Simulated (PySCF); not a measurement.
B3LYP has the VWN-RPA correlation part, as in Gaussian. 

# CH₄OSi, SMILES `C=[SiH]O` (C–Si–O–H torsion 0°) (charge 0, multiplicity 1)

These are B3LYP-D3(BJ)/def2-TZVP run with PySCF values and carry that method's errors.

The HOMO is -5.98 eV, the dipole moment comes out as 0.218 e·Å and the HOMO–LUMO gap comes out as 5.49 eV. The LUMO is -0.50 eV. The total energy is -405.3091 Ha and the cost is about 16 core-seconds (a rough figure).

```xyz
7

C     -0.9865    -0.4779     0.4783
Si     0.1259     0.5400    -0.2879
O      1.7161     0.2565    -0.5594
H     -0.7568    -1.4544     0.8823
H     -2.0133    -0.1508     0.5853
H     -0.1741     1.8647    -0.8387
H      2.0887    -0.5780    -0.2599
```
